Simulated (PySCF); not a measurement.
1,1,1-trichloroethane (C2H3Cl3), SMILES C(C)(Cl)(Cl)Cl.

Coordinates come from a PBE-D3(BJ)/def2-SVP optimisation.

Level of theory: PBE-D3(BJ)/def2-SVP in PySCF.

Frequencies are harmonic and unscaled.

Modes within 1.5 cm⁻¹ of each other (mostly degenerate sets) share a row, with their intensities summed.

```csv
mode,ν (cm⁻¹),IR (km/mol),moving atoms (share of kinetic energy)
1–2,230,0.4,"Cl 79 %, C 14 %"
3,303,0.0,H 99 %
4–5,336,3.0,"Cl 53 %, C 26 %, H 21 %"
6,337,2.0,"Cl 74 %, C 23 %"
7,517,13.3,"Cl 46 %, C 46 %, H 8 %"
8–9,666,261.0,"C 71 %, H 15 %, Cl 14 %"
10–11,1048,108.4,"H 61 %, C 39 %"
12,1070,30.3,"C 87 %, H 12 %"
13,1336,14.8,"H 76 %, C 24 %"
14–15,1398,8.1,H 97 %
16,2993,1.2,H 97 %
17–18,3103,2.4,"H 90 %, C 10 %"
```
